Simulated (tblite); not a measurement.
C₂H₃N, charge -1, doublet, at a GFN2-xTB geometry (a state made from the parent by changing its charge; the spin is typed, not shown lowest); GFN1-xTB (tblite).

Input for tblite:
```
$ tblite run mol.xyz --method gfn1 --charge -1 --spin 1 --json tblite.json --no-restart

# file mol.xyz
6

C     -1.14762513     0.02603731     0.00494983
C      0.34331707    -0.39971770     0.11496049
N      1.35031630     0.27156055    -0.09560609
H     -1.65947905    -0.62089377    -0.72103085
H     -1.64071404    -0.11653138     0.97659776
H     -1.32617261     1.07858365    -0.30578618
```

Task: Write the output that tblite gives for this input, abridged.

Result: 
```
xTB calculator
 | screened Coulomb repulsion
 | Coulomb electrostatics
 |  * isotropic Klopman-Ohno-Mataga-Nishimoto electrostatics
 |  * onsite third-order electrostatics
 | DFT-D3(BJ) dispersion correction

halogen bonding energy    0.0000000000000E+00 Eh
repulsion energy          1.0971810899883E-01 Eh
dispersion energy        -1.1340082159362E-03 Eh
number of electrons       1.7000000000000E+01 e
integral cutoff           1.9731147476801E+01 bohr

------------------------------------------------------------
  cycle        total energy    energy error   density error
------------------------------------------------------------
      1     -8.871987222459  -8.9805713E+00   7.0733801E-01
      2     -9.081856183428  -2.0986896E-01   4.3727024E-01
      3     -9.103921813805  -2.2065630E-02   2.3990335E-01
      4     -9.105861747527  -1.9399337E-03   3.2404119E-02
      5     -9.107154819288  -1.2930718E-03   8.2021416E-03
      6     -9.107194067882  -3.9248594E-05   3.6644937E-03
      7     -9.107208255626  -1.4187745E-05   3.6896534E-04
      8     -9.107208365613  -1.0998682E-07   1.5502011E-04
      9     -9.107208384831  -1.9217650E-08   6.9911176E-05
     10     -9.107208389542  -4.7107456E-09   6.2705573E-07
------------------------------------------------------------

electronic energy        -9.2157924903245E+00 Eh
total energy             -9.1072083895417E+00 Eh

Post processing:
 | Mayer-Wiberg bond orders

[Info] JSON dump of results written to 'tblite.json'
```
